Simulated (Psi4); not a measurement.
O₃W (SMILES [O]=[W](=[O])=[O]), singlet, geometry from GFN2-xTB (such geometries of metal compounds can be far from the true shape) (core potentials on W); HF/def2-SVP in Psi4.

Psi4 was given this input:
```
memory 2 GB

molecule {
0 1
W     0.00000000   -0.00000000    0.00000000
O     1.55326011   -0.32437699   -0.69267094
O    -0.50238238   -0.83765245    1.42953865
O    -1.05087773    1.16202943   -0.73686771
}

set {
  basis def2-svp
  damping_percentage 20
}

energy('scf')
print_variables()
```

It wrote (shortened):

```
   => Loading Basis Set <=

    Name: DEF2-SVP
    Role: ORBITAL
    Keyword: BASIS

    !!!  WARNING: ECP capability is in beta. Please check occupations closely.  !!!

         ---------------------------------------------------------
                                   SCF
               by Justin Turney, Rob Parrish, Andy Simmonett
                          and Daniel G. A. Smith
                              RHF Reference
         ---------------------------------------------------------

  ==> Geometry <==

    Molecular point group: cs
    Full point group: C3h

    Geometry (in Angstrom), charge = 0, multiplicity = 1:

       Center              X                  Y                   Z               Mass
    ------------   -----------------  -----------------  -----------------  -----------------
         W            0.000000000000     0.000000000679     0.000000000000   183.950930920000
         O            0.633751928674    -0.589716968825    -1.499407490346    15.994914619570
         O            0.633751928674    -0.589716968825     1.499407490346    15.994914619570
         O           -1.267503857347     1.179433929837     0.000000000000    15.994914619570

  Running in cs symmetry.

  Rotational constants: A =      0.23439  B =      0.23439  C =      0.11720 [cm^-1]
  Rotational constants: A =   7026.93482  B =   7026.93482  C =   3513.46741 [MHz]
  Nuclear repulsion =  136.576213257023625

  Charge       = 0
  Multiplicity = 1
  Electrons    = 38
  Nalpha       = 19
  Nbeta        = 19

  ==> Algorithm <==

  SCF Algorithm Type is DF.
  DIIS enabled.
  MOM disabled.
  Fractional occupation disabled.
  Guess Type is SAD.
  Energy threshold   = 1.00e-06
  Density threshold  = 1.00e-06
  Integral threshold = 1.00e-12

  ==> Primary Basis <==

  Basis Set: DEF2-SVP
    Blend: DEF2-SVP
    Number of shells: 30
    Number of basis functions: 74
    Number of Cartesian functions: 82
    Spherical Harmonics?: true
    Max angular momentum: 3

  Core potential: DEF2-SVP
    Number of shells: 4
    Number of ECP primitives: 10
    Number of ECP core electrons: 60
    Max angular momentum: 3

   => Loading Basis Set <=

    Name: (DEF2-SVP AUX)
    Role: JKFIT
    Keyword: DF_BASIS_SCF

  ==> Integral Setup <==

  SCF_SUBTYPE=INCORE selected. In-core MEM_DF algorithm will be used.
  Using in-core AOs.

  ==> MemDFJK: Density-Fitted J/K Matrices <==

    J tasked:                   Yes
    K tasked:                   Yes
[...]
   @DF-RHF iter  10:  -290.75133871708312   -2.32638e-03   4.55968e-05 DIIS/DAMP=20%
   @DF-RHF iter  11:  -290.75050836081101    8.30356e-04   5.21294e-06 DIIS/DAMP=20%
   @DF-RHF iter  12:  -290.75073769642432   -2.29336e-04   7.03172e-06 DIIS/DAMP=20%
   @DF-RHF iter  13:  -290.75066876984857    6.89266e-05   2.47113e-06 DIIS/DAMP=20%
   @DF-RHF iter  14:  -290.75069858707809   -2.98172e-05   1.91694e-06 DIIS/DAMP=20%
   @DF-RHF iter  15:  -290.75071884152760   -2.02544e-05   1.15868e-06 DIIS/DAMP=20%
   @DF-RHF iter  16:  -290.75072408585652   -5.24433e-06   6.47740e-07 DIIS/DAMP=20%
   @DF-RHF iter  17:  -290.75072360329688    4.82560e-07   3.38361e-07 DIIS/DAMP=20%
  Energy and wave function converged.

  ==> Post-Iterations <==

    Orbital Energies [Eh]
    ---------------------

    Doubly Occupied:

[...]
      12Ap    -0.474000

    Virtual:

[...]
      46Ap   575.890477

    Final Occupation by Irrep:
             Ap   App
    DOCC [    12,    7 ]
    NA   [    12,    7 ]
    NB   [    12,    7 ]

  @DF-RHF Final Energy:  -290.75072360329688

   => Energetics <=

    Nuclear Repulsion Energy =            136.5762132570236247
    One-Electron Energy =                -693.5017222082590251
    Two-Electron Energy =                 266.1747853479385526
    Total Energy =                       -290.7507236032968763

Computation Completed

Properties will be evaluated at   0.000000,   0.000000,   0.000000 [a0]

Properties computed using the SCF density matrix

 Multipole Moments:

 ------------------------------------------------------------------------------------
     Multipole            Electronic (a.u.)      Nuclear  (a.u.)        Total (a.u.)
 ------------------------------------------------------------------------------------

 L = 1.  Multiply by 2.5417464519 to convert [e a0] to [Debye]
 Dipole X            :         -0.0000098           -0.0000000           -0.0000098
 Dipole Y            :          0.0000020           -0.0000001            0.0000019
 Dipole Z            :          0.0000000            0.0000000            0.0000000
 Magnitude           :                                                    0.0000100

 ------------------------------------------------------------------------------------

  Variable Map:
  ----------------------------------------------------------------------------
[...]
  Array Variable Map:
  ----------------------------------------------------------------------------
[...]
[...]
```
